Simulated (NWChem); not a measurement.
## Atomisation of H₅Cl₂NSi₂

```
Si
N 1 1.7184
H 2 1.0158 1 121.37
H 2 1.0164 3 111.15 1 -150.86
H 1 1.4848 2 107.34 3 173.02
Cl 1 2.1162 5 106.43 2 -123.83
Si 1 2.3476 5 114.71 2 123.35
H 7 1.4884 1 110.81 5 60.19
H 7 1.4909 8 108.94 1 -121.10
Cl 7 2.0926 8 108.43 9 -117.68
```
Charge 0, spin multiplicity 1.

All runs are NWChem calculations. Structure: optimised with B3LYP/def2-SVP, with no frequency check, so it may be a saddle point. It is one conformer; others weren't searched.

Basis set: def2-SVP. The atomisation energy is electronic alone: no zero-point, thermal, spin-orbit or counterpoise terms. No value is extrapolated to the basis-set limit. Free atoms are single determinants with multiplicities N 4, Si 3, Cl 2, H 2. Correlated methods freeze the same cores in atoms and molecule, 21 orbitals in all.

```json
[
 {"method": "HF", "atomisation energy (kcal/mol)": "542.2", "relative cost": "1"},
 {"method": "B3LYP", "atomisation energy (kcal/mol)": "738.0", "relative cost": "under 3"},
 {"method": "PBE0", "atomisation energy (kcal/mol)": "743.0", "relative cost": "under 3"},
 {"method": "BHandHLYP", "atomisation energy (kcal/mol)": "723.4", "relative cost": "under 3"},
 {"method": "PBE", "atomisation energy (kcal/mol)": "752.3", "relative cost": "under 3"},
 {"method": "BP86", "atomisation energy (kcal/mol)": "760.5", "relative cost": "under 3"},
 {"method": "MP2", "atomisation energy (kcal/mol)": "699.1", "relative cost": "under 3"},
 {"method": "TPSS", "atomisation energy (kcal/mol)": "756.8", "relative cost": "4"}
]
```

The values span 218.3 kcal/mol, from HF (lowest) to BP86 (highest). Relative cost: rough, from shared machines, SCF included, HF = 1. Costs are the molecule's.

B3LYP has NWChem's definition, with VWN1-RPA local correlation. The structure started from a generated list of species. No SCF solution was tested for a lower state. Open-shell Hartree-Fock references start from PBE0 orbitals; any time given for them includes that run.
